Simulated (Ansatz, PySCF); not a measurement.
Gas-phase reaction in SMILES: N[SiH2]N -> N[SiH2] + [NH2] (NH2) (the N-Si bond at the site shown breaks; other sites are not compared here)
Structures are relaxed separately at B3LYP-D3(BJ)/def2-TZVP in Ansatz (an electronic-structure program), one conformer each, not searched for the lowest. Frequencies are from Ansatz or PySCF.

Property: bond dissociation energy (enthalpy at 298 K, with B3LYP-D3(BJ) rigid-rotor harmonic-oscillator terms), in kJ/mol. Valence correlation only, unless marked. Open shells are spin-unrestricted. No spin-orbit coupling. No relativistic terms. CBS marks a two-point X^-3 extrapolation of the correlation energy; Hartree-Fock from the larger set.

```
level                                        program  bond dissociation energy (kJ/mol)
------------------------------------  --------------  ---------------------------------
BLYP-D3(BJ)/def2-TZVPD                Ansatz + dftd3                         (withheld)
PBE0-D3(BJ)/def2-TZVP                 Ansatz + dftd3                              428.3
PBE0-D3(BJ)/def2-TZVPD                Ansatz + dftd3                              425.7
HSE06-D3(BJ)/def2-TZVPD               Ansatz + dftd3                         (withheld)
CAM-B3LYP-D3(BJ)/def2-TZVPD           Ansatz + dftd3                         (withheld)
wB97X-V/def2-TZVPD                            Ansatz                              442.9
B2GP-PLYP/def2-TZVPD                          Ansatz                              436.6
RPA@PBE/cc-pV(Q+d)Z                           Ansatz                         (withheld)
SCS-MP2/6-31G                                 Ansatz                              381.2
SCS-MP2/cc-pV(Q+d)Z                           Ansatz                              463.5
CCSD/6-31G                                    Ansatz                              365.1
CCSD(T)/CBS(cc-pV(T+d)Z,cc-pV(Q+d)Z)          Ansatz                              451.9
```

Problem. What belongs in the gaps?

Solution. 
- BLYP-D3(BJ)/def2-TZVPD, bond dissociation energy (kJ/mol): 411.0
- HSE06-D3(BJ)/def2-TZVPD, bond dissociation energy (kJ/mol): 425.2
- CAM-B3LYP-D3(BJ)/def2-TZVPD, bond dissociation energy (kJ/mol): 434.2
- RPA@PBE/cc-pV(Q+d)Z, bond dissociation energy (kJ/mol): 418.5
